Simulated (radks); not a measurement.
The numbers below are computed, except where a source is named.
Ionisation of the barium ion Ba38+, [Ar], to Ba39+, [Ne] 3s2 3p5, under several functionals. Scalar-relativistic Kohn-Sham, spin-polarised, spherical densities, point nucleus; open shells are filled with parallel spins first (spin-orbit coupling, left out, can overturn this in heavy ions); a radial shooting solver on a logarithmic mesh with Libxc functionals. Known Delta-SCF values: AM05 2846.4 eV; PW91 2848.0 eV; BP86 2848.1 eV. What does OLYP give, and what is its highest occupied eigenvalue?

Answer. 2850.4 eV by Delta-SCF; the 3p eigenvalue is -2809.4 eV. NIST: 2814 eV (theoretical).
